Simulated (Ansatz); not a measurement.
`C[SiH2][NH][GeH3]` → `C[SiH2]N` + `[GeH2]` at 400 K and 1 bar (germylene loss).

Calculated with Ansatz (gas phase, PBE0-D4/def2-TZVP geometries, no zero-point term in ΔE). CBS: MP2 limit from def2 TZ/QZ plus the TZ coupled-cluster correction, frozen cores. For Ge outer-core shells are correlated without core-valence functions, which leaves a few kJ/mol of doubt a bond. Scalar relativity is left out up to krypton. Each species was taken in one conformer, which may not be the lowest.

```csv
species,CCSD(T)/CBS energy (Eh),H − E (kJ/mol),S (J/(mol·K))
`C[SiH2][NH][GeH3]`,-2463.39859,282.7,421.9
`C[SiH2]N`,-386.08232,236.0,334.0
`[GeH2]`,-2077.24753,42.4,231.0
```

H − E and S are ideal-gas, rigid-rotor, harmonic terms from PBE0-D4/def2-TZVP, for one conformer and one mirror image of each species. 1 Eh = 2625.50 kJ/mol, R = 8.31446 J/(mol·K).

Task: By hand: ΔE, ΔH, ΔS and ΔG.

Result: ΔE = (-386.08232) + (-2077.24753) − (-2463.39859) = 0.06874 Eh = 180.5 kJ/mol. Δ(H − E) = 236.0 + 42.4 − 282.7 = -4.3, so ΔH = 176.2 kJ/mol. ΔS = 334.0 + 231.0 − 421.9 = 143.1 J/(mol·K). ΔG = 176.2 − 400 × (143.1)/1000 = 119.0 kJ/mol.

Task: By hand: the equilibrium constant, and the temperature at which ΔG would vanish if ΔH and ΔS stayed fixed.

Result: log₁₀ K = −ΔG/(RT ln 10) = -15.5. ΔG = 0 at ΔH/ΔS = 1231 K.

The number of gas molecules changes by +1, which sets the sign of ΔS. A doubt of 5 kJ/mol in ΔE shifts log₁₀ K by 0.7 here. Other conformers and mirror images would add mixing entropy, several J/(mol·K) or more a flexible species. Modes under 60 cm⁻¹, often nearly free rotors, make the harmonic entropy too high. These are equilibria of isolated gas molecules and say nothing of rates. Largest T1 diagnostic: 0.012 (customary marks: 0.02 for closed shells, 0.045 for open ones).
